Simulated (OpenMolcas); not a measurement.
Au3+ (d8) on a cation site of an ionic host was computed by SS-CASPT2, IPEA 0.25 Eh, imaginary shift 0.1 Eh with the d shell active (OpenMolcas, ANO-RCC-VTZP on the metal). Its lowest spin-free states, and all those of the highest spin:

```json
{"2S+1": "3", "Degeneracy": "3", "E (cm-1)": "0"}
{"2S+1": "1", "Degeneracy": "3", "E (cm-1)": "3570"}
{"2S+1": "1", "Degeneracy": "2", "E (cm-1)": "5000"}
{"2S+1": "1", "Degeneracy": "1", "E (cm-1)": "9780"}
{"2S+1": "3", "Degeneracy": "3", "E (cm-1)": "12780"}
{"2S+1": "1", "Degeneracy": "3", "E (cm-1)": "18620"}
{"2S+1": "3", "Degeneracy": "3", "E (cm-1)": "19510"}
{"2S+1": "1", "Degeneracy": "3", "E (cm-1)": "21930"}
{"2S+1": "3", "Degeneracy": "1", "E (cm-1)": "29420"}
{"2S+1": "1", "Degeneracy": "2", "E (cm-1)": "37880"}
{"2S+1": "1", "Degeneracy": "1", "E (cm-1)": "48240"}
```

**Question.** Is the site octahedral, tetrahedral or cube-like, axial, or of lower symmetry?

**Answer.** The states with 2S+1 = 3 have orbital degeneracies 3, 3, 3, 1. Threefold states need a cubic site. For d8 at this spin an octahedron puts the single A2 below the threefold T2 and a tetrahedron or cube puts the threefold T1 below the threefold T2, so the site is a tetrahedron or a cube, which this pattern cannot tell apart. The run had Au3+ with its 8 nearest fluoride ions at 2.316 Å, on the Ca site of CaF2 (a = 5.46294 Å, distance in the model lattice 2.366 Å). The rest of the host is ab initio model potentials to 7.6 Å and point charges beyond; the distance is set by hand and nothing relaxes, and no local charge compensation is placed. Ligand basis ANO-RCC-VDZP.

Roots that are degenerate in the reference are averaged as groups; the widest CASPT2 spread within a group is 1300 cm-1 (the 3-fold group of multiplicity 1 near 18600 cm-1 above the lowest state of its run). Shifts and gaps below about the spread of the groups concerned are not significant. Over all roots computed the reference weight is 0.62 to 0.68; the roots of lowest weight are the least certain, and an intruder state may touch them. Real 4d8 and 5d8 ions are as a rule square planar and diamagnetic. The least metal-like active orbital is 83 % on the metal (Löwdin) and no ligand orbital is active, so the numbers are rough. Ligand-to-metal charge-transfer states are missing. With no ligand orbital active B as a rule stays too high, so bands that hang on it stand too high and its fall with covalency is understated. With one d shell and no ligand orbital active, 10Dq can be off by a tenth or more. No measured value stands beside these numbers; the geometry was set by hand and not optimised.
